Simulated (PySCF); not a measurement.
**Ag²⁷⁺: ionisation energy**

Ag²⁷⁺ [Ar] 3d2 (3F) → Ag²⁸⁺ [Ar] 3d1 (2D), as a difference of total energies. All numbers are calculated (PySCF 2.14, scalar relativity by spin-free X2C-1e, in an uncontracted even-tempered set (18 s from 3.6 bohr⁻², ratio 2.5; 12 p from 4.7 bohr⁻², ratio 2.5; 8 d from 4.7 bohr⁻², ratio 2.5; 4 f from 16 bohr⁻², ratio 2.7; 3 g from 25 bohr⁻², ratio 2.7)). Correlated levels: outer shells: [Ne] frozen; virtual orbitals above 40 to 60 times the deepest correlated orbital energy dropped. The calculations carry no spin-orbit coupling.

| method | ionisation energy (eV) |
| --- | --- |
| UHF | 1457.8 |
| LDA | 1457.5 |
| PBE | 1458.0 |
| PBE0 | 1458.3 |
| r2SCAN | 1459.4 |
| PW91 | 1458.5 |
| revPBE | 1458.0 |
| MP2 (outer shells) | 1457.7 |
| SCS-MP2 (outer shells) | 1457.6 |

A first-order spin-orbit estimate (lowest level to lowest level, LS coupling) adds 1.456 eV.

Breit and QED terms and the two-electron picture change are absent.

For comparison: 1460 ± 4 eV (theoretical estimate listed by NIST; NIST Atomic Spectra Database, ionization energies).
